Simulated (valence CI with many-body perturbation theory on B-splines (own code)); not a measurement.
# Os⁶⁰⁺: electric-dipole lines

Calculated by relativistic CI+MBPT: six valence electrons over a frozen Dirac-Fock core [Ne], radial functions for each j: 9 s, 9 p, 8 d, 6 f, 3 g, 1 h, with the one-electron correlation potential Σ1 (screened to all orders), the two-electron term Σ2, the three-electron term Σ3, Breit, model QED; selected single and double excitations, second order for the rest, scaled by the run's own slope (own B-spline code, finite nucleus).

No measured spectrum was set against this ion. As an estimate, large intervals hold to a few tenths of a per cent, small ones and those within an open d or f shell to about a per cent. Among the levels kept, up to 960 cm⁻¹ of a level comes from second order outside the variational space, and about a tenth of that is noise between levels of different J, which matters for small intervals.

Lines 101 to 121 of 121 in falling wavelength, among levels below 764.76 eV, chosen from the strongest by gf and those to the six lowest levels. Wavelengths and rates use the calculated energies. Electric multipoles are in the length gauge with retardation, E1 and E2 with the static RPA response of the core. Weak lines are less certain than strong ones. Lines between different terms over intervals too small for the method are left out, as are lines whose strength nearly cancels. The highest levels of a list are the least certain.

Levels are named by their leading jj configuration (3d3/2^4 stands for four electrons in 3d with j = 3/2), which in mixed levels can hold well under half, so a name can repeat and another be missing. Letters in brackets count levels of one name in rising energy.

```tsv
λ vac (Å)	Upper	Lower	A (s⁻¹)	log gf	Branch %
26.29	(3s^2 3p1/2^2 3d5/2^2) J=2	(3s^2 3p1/2^2 3p3/2 3d3/2) J=2	9.63e+08	-3.30	0.1
25.31	(3s^2 3p1/2^2 3d5/2^2) J=0	(3s^2 3p1/2^2 3p3/2 3d3/2) J=1	7.25e+08	-4.16	0.1
21.12	(3s 3p1/2^2 3p3/2^3) J=2	(3s^2 3p1/2^2 3p3/2^2) J=2	1.03e+12	-0.46	97.1
21.10	(3s 3p1/2^2 3p3/2^3) J=1	(3s^2 3p1/2^2 3p3/2^2) J=0	3.83e+11	-1.12	31.7
20.39	(3s 3p1/2^2 3p3/2^3) J=1	(3s^2 3p1/2^2 3p3/2^2) J=2	7.82e+11	-0.83	64.8
20.31	(3s^2 3p1/2 3p3/2^2 3d3/2) J=1 [a]	(3s^2 3p1/2^2 3p3/2^2) J=0	1.64e+11	-1.52	35.7
19.74	(3s^2 3p1/2 3p3/2^2 3d3/2) J=2 [a]	(3s^2 3p1/2^2 3p3/2^2) J=2	5.91e+09	-2.76	60.3
19.65	(3s^2 3p1/2 3p3/2^2 3d3/2) J=1 [a]	(3s^2 3p1/2^2 3p3/2^2) J=2	2.71e+11	-1.33	59.0
19.48	(3s^2 3p1/2 3p3/2^2 3d3/2) J=3 [a]	(3s^2 3p1/2^2 3p3/2^2) J=2	5.62e+10	-1.65	94.8
18.83	(3s^2 3p1/2 3p3/2^2 3d3/2) J=2 [b]	(3s^2 3p1/2^2 3p3/2^2) J=2	3.06e+11	-1.09	98.7
18.62	(3s^2 3p1/2 3p3/2^2 3d3/2) J=1 [b]	(3s^2 3p1/2^2 3p3/2^2) J=0	1.36e+10	-2.67	0.2
18.43	(3s^2 3p1/2 3p3/2^2 3d3/2) J=3 [b]	(3s^2 3p1/2^2 3p3/2^2) J=2	3.52e+12	0.10	100.0
18.26	(3s^2 3p1/2 3p3/2^2 3d3/2) J=1 [c]	(3s^2 3p1/2^2 3p3/2^2) J=0	4.92e+12	-0.13	78.5
18.22	(3s^2 3p1/2 3p3/2^2 3d3/2) J=2 [c]	(3s^2 3p1/2^2 3p3/2^2) J=2	5.06e+12	0.10	100.0
18.06	(3s^2 3p1/2 3p3/2^2 3d3/2) J=1 [b]	(3s^2 3p1/2^2 3p3/2^2) J=2	5.77e+12	-0.07	99.7
17.72	(3s^2 3p1/2 3p3/2^2 3d3/2) J=1 [c]	(3s^2 3p1/2^2 3p3/2^2) J=2	1.34e+12	-0.72	21.5
17.34	(3s^2 3p1/2 3p3/2^2 3d5/2) J=1	(3s^2 3p1/2^2 3p3/2^2) J=0	2.05e+10	-2.56	15.6
17.25	(3s^2 3p1/2 3p3/2^2 3d5/2) J=3 [a]	(3s^2 3p1/2^2 3p3/2^2) J=2	1.12e+10	-2.46	88.0
16.85	(3s^2 3p1/2 3p3/2^2 3d5/2) J=1	(3s^2 3p1/2^2 3p3/2^2) J=2	1.81e+09	-3.64	1.4
16.43	(3s^2 3p1/2 3p3/2^2 3d5/2) J=2	(3s^2 3p1/2^2 3p3/2^2) J=2	5.87e+08	-3.92	2.2
16.28	(3s^2 3p1/2 3p3/2^2 3d5/2) J=3 [b]	(3s^2 3p1/2^2 3p3/2^2) J=2	2.95e+07	-5.09	1.3
```
